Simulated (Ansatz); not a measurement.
`[F][Cd][O][SiH3]` and `[SiH3][O][Cd][O][SiH3]` differ in one atom or group.

Ansatz, PBE0-D4/def2-TZVP geometries, multiplicity 1. Each molecule was computed in one conformer, which needn't be the lowest.

Elements past krypton have def2 core potentials.

```json
{"property": "HOMO–LUMO gap (B3LYP/def2-TZVPP) / eV", "`[F][Cd][O][SiH3]`": "5.68"}
{"property": "HOMO–LUMO gap (PBE/def2-TZVPP) / eV", "`[F][Cd][O][SiH3]`": "3.86"}
{"property": "LUMO energy (B3LYP/def2-TZVPP) / eV", "`[F][Cd][O][SiH3]`": "-2.54"}
{"property": "size of the dipole moment (B3LYP/def2-TZVPP) / D", "`[F][Cd][O][SiH3]`": "0.64"}
{"property": "HOMO energy (ωB97M-V/def2-TZVPP) / eV", "`[F][Cd][O][SiH3]`": "-10.72"}
{"property": "LUMO energy (PBE/def2-TZVPP) / eV", "`[F][Cd][O][SiH3]`": "-3.13"}
```

**Question.** Give the same properties after the change, and the shifts. (Best estimate.)

**Answer.** The calculation gave: 
| property | `[SiH3][O][Cd][O][SiH3]` | shift |
| --- | --- | --- |
| HOMO–LUMO gap (B3LYP/def2-TZVPP) / eV | 5.68 | 0.00 |
| HOMO–LUMO gap (PBE/def2-TZVPP) / eV | 3.84 | -0.02 |
| LUMO energy (B3LYP/def2-TZVPP) / eV | -2.34 | 0.20 |
| size of the dipole moment (B3LYP/def2-TZVPP) / D | 0.02 | -0.62 |
| HOMO energy (ωB97M-V/def2-TZVPP) / eV | -10.54 | 0.18 |
| LUMO energy (PBE/def2-TZVPP) / eV | -2.95 | 0.18 |

B3LYP here is the variant with VWN-RPA as its local correlation; programs differ in this.
